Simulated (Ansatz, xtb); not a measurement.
C3H8LiO+: which of two structures lies lower

We compare X, a singlet given by its coordinates, with Y, a singlet given by its coordinates. Both are isolated ions in the gas phase, relaxed with B3LYP-D3(BJ)/6-311G**.

X (Å):

```yaml
atoms:
  - { symbol: C, position_ang: [-1.6637, -0.8341, -0.4422] }
  - { symbol: C, position_ang: [-2.4968, -0.8072, -1.7085] }
  - { symbol: C, position_ang: [-1.9808, 0.2733, 0.5434] }
  - { symbol: Li, position_ang: [-0.6019, -3.3997, 0.5495] }
  - { symbol: O, position_ang: [-1.8481, -2.1543, 0.2335] }
  - { symbol: H, position_ang: [-2.7792, -2.2270, 0.4806] }
  - { symbol: H, position_ang: [-0.5984, -0.8297, -0.6885] }
  - { symbol: H, position_ang: [-3.5649, -0.8475, -1.4740] }
  - { symbol: H, position_ang: [-2.3143, 0.1229, -2.2507] }
  - { symbol: H, position_ang: [-2.2489, -1.6403, -2.3684] }
  - { symbol: H, position_ang: [-3.0382, 0.2548, 0.8244] }
  - { symbol: H, position_ang: [-1.3743, 0.1907, 1.4468] }
  - { symbol: H, position_ang: [-1.7794, 1.2438, 0.0853] }
```

Close contacts (Å): C1–C2 1.52, C1–C3 1.52, C1–O5 1.49, Li4–O5 1.79, C1–H7 1.09, C2–H8 1.09, C2–H9 1.09, C2–H10 1.09, C3–H11 1.09, C3–H12 1.09, C3–H13 1.09, O5–H6 0.97.

Y (Å):

```xyz
13

C     0.9724   -0.8494   -0.8446
C     0.2253   -2.0384   -0.2644
C     2.2731   -1.2129   -1.5320
Li    0.6253   -0.5736    1.8879
O     1.2413    0.0328    0.3145
H     1.7430    0.8067    0.0335
H     0.3177   -0.2897   -1.5164
H    -0.7113   -1.7320    0.2208
H    -0.0600   -2.7367   -1.0518
H     0.8593   -2.6021    0.4336
H     2.9368   -1.7568   -0.8557
H     2.0697   -1.8453   -2.3988
H     2.7926   -0.3219   -1.8936
```

Close contacts (Å): C1–C2 1.52, C1–C3 1.52, C1–O5 1.48, C2–Li4 2.63, Li4–O5 1.80, C1–H7 1.09, C2–H8 1.10, C2–H9 1.09, C2–H10 1.10, C3–H11 1.09, C3–H12 1.09, C3–H13 1.09, O5–H6 0.96.

Energies in hartree; the thermal terms are from B3LYP-D3(BJ)/6-311G** harmonic frequencies (ideal gas, rigid rotor, one conformer each, 298.15 K, 1 atm) and include the zero-point energy:

|  | X | Y |
| --- | --- | --- |
| E, CCSD(T)/def2-SVP | −200.975553 | −200.976318 |
| E, MP2/def2-SVP | −200.908581 | −200.909422 |
| E, MP2/def2-TZVPP | −201.307814 | −201.309722 |
| zero-point energy | 0.109928 | 0.109873 |
| H(298 K) − E | 0.117854 | 0.117745 |
| G(298 K) − E | 0.079963 | 0.080242 |

**Question.** Correct the CCSD(T) difference for the basis set by the MP2 change, then work out ΔE, ΔE₀, ΔH and ΔG for X → Y in kcal/mol (1 Eh = 627.51 kcal/mol) and the equilibrium ratio [Y]/[X].

**Answer.** 1. Differences Y − X: CCSD(T) −0.000765, MP2 in the small set −0.000841, MP2 in the large set −0.001908 Eh.
2. ΔE = −0.000765 + (−0.001908 − (−0.000841)) = −0.001832 Eh = −1.15 kcal/mol.
3. ΔE₀ = ΔE + ΔZPE = −0.001832 + (−0.000055) Eh = −1.18 kcal/mol.
4. ΔH = ΔE + (−0.000109) Eh = −1.22 kcal/mol.
5. ΔG = ΔE + (+0.000279) Eh = −0.97 kcal/mol, so ΔS = (ΔH − ΔG)/T = −3.4 J/(mol K).
6. kT = 0.9442 mEh, so K = [Y]/[X] = exp(−ΔG/kT) = exp(+1.64) ≈ 5.2.

The two are too close for this level to say which is favoured. An error of 1 kcal/mol in ΔG would change K by a factor of 5.4. Mirror images and further conformers aren't counted.

Other levels gave ΔE = −1.4 (B3LYP-D3(BJ)/6-311G**); −0.3 (HF/def2-SVP); −0.5 (MP2/def2-SVP); −0.5 (CCSD(T)/def2-SVP) kcal/mol. The correlated steps freeze 4 core orbitals; the last core shell of Li is correlated, in a basis made for valence electrons. Programs: Ansatz 0.2.0.
